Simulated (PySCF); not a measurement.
**Zinc: a sound run and one with changed settings**

Sound run: Zn [Ar] 3d10 4s2, Zn+ [Ar] 3d10 4s1. Calculation: PySCF 2.14, in def2-TZVP (6s5p4d1f, 48 functions); the non-relativistic Hamiltonian (point nucleus). The sound run starts from symmetry-adapted Hartree-Fock orbitals and uses a fine grid where one is needed.

Changed run: 6 angular points. This setting is unsound on purpose.

```json
{"species": "Zn", "method": "UHF", "sound run (hartree)": "-1777.80707", "changed run (hartree)": "-1777.80707", "converged": "yes"}
{"species": "Zn", "method": "TPSS", "sound run (hartree)": "-1779.40300", "changed run (hartree)": "-1786.23701", "converged": "yes"}
{"species": "Zn", "method": "PBE0", "sound run (hartree)": "-1779.14424", "changed run (hartree)": "-1782.72722", "converged": "yes"}
{"species": "Zn+", "method": "UHF", "sound run (hartree)": "-1777.52644", "changed run (hartree)": "-1777.52644", "converged": "yes"}
{"species": "Zn+", "method": "TPSS", "sound run (hartree)": "-1779.06548", "changed run (hartree)": "-1785.75632", "converged": "yes"}
{"species": "Zn+", "method": "PBE0", "sound run (hartree)": "-1778.81003", "changed run (hartree)": "-1782.31143", "converged": "yes"}
```

Ionisation energy of Zn:

```csv
method,sound run (eV),changed run (eV)
UHF,7.636,7.636
PBE0,9.094,11.314
```

A coarse angular grid integrates products of high-l functions wrongly, so density functionals can shift, and the SCF can exploit the error; Hartree-Fock and MP2 need no grid.

For comparison, NIST gives 9.394 eV between the lowest levels.
